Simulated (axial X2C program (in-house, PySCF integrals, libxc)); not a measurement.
AlTc: from the spin-free to the two-component result

Calculated with an in-house relativistic program for diatomic molecules. Spin-free means the one-electron spin-free X2C Hamiltonian; two-component (2c) means X2C with spin–orbit coupling and atomic mean-field two-electron Coulomb and Gaunt terms, so the difference of the two also holds small scalar two-electron terms. Basis: Tc dyall-cv3z [12s12p8d5f3g], Al dyall-v3z [8s8p2d1f] (cores contracted in-house); Gaussian nuclei, density fitting, unrestricted open shells. Masses: Tc 98.907 u, Al 26.982 u.

Spin-free state: M_S = 2, Λ = 1 (beyond evenly filled blocks: σα, π+α, π+β, π-α, δ+α, δ-α); fragments Tc + Al.

```json
{"level": "PBE0", "Re (Å)": "2.552", "ωe (cm⁻¹)": "250.9", "De (eV)": "1.909", "μ (D)": "-1.34"}
{"level": "M06", "Re (Å)": "2.618", "ωe (cm⁻¹)": "257.8", "De (eV)": "1.927", "μ (D)": "0.45"}
```

Dipoles are positive if Al is the positive end.

Two-component determinant lowest at the distance of the search:

Ω = 3 (⟨Sz⟩ = 2.00, ⟨Lz⟩ = 1.00 at PBE0); fragments Tc + Al.

```csv
level,Re (Å),ωe (cm⁻¹),De (eV),μ (D)
PBE0,2.552,251.0,1.938,-1.32
M06,2.618,257.2,1.963,0.46
```

Question: From the two tables, how do the constants change at the PBE0 level (2c against spin-free)?

Answer: At the PBE0 level Re is unchanged within 0.001 Å and ωe doesn't move by more than 0.2 cm⁻¹; De is not compared, since the atomic limits differ or miss part of their spin–orbit lowering.

De is counted from the lowest determinant-based energies of the atoms at the same level, without counterpoise correction. Density functionals use the spin component along the axis (collinear). The 2c atoms are single determinants rather than J levels; their spin–orbit lowering is only partly caught, and De is too large by that part. This holds for PBE0, M06. Without a current term, density functionals place determinants with orbital angular momentum somewhat too high. The state is one determinant with fixed occupations, lowest in a PBE0 search at one distance only: followed along the bond, the spin-free determinant M_S = 2, Λ = 0 reaches 0.21 eV lower at PBE0, at Re = 2.307 Å, so the state shown is not the lowest. With several unpaired electrons one determinant need not be a pure state. A state of lower Ω lies just above, and one determinant can place such states too high, so the state shown need not be the lowest. The search has Ω = 2 only 0.03 eV up. Open-shell Ω = 0 determinants with evenly filled partner blocks cannot be reached by this program, so the Ω shown need not be the lowest component. The determinant is spin-polarised beyond a pure state at some levels (its spin-free form has ⟨S²⟩ too high), which makes Re and μ there less reliable.
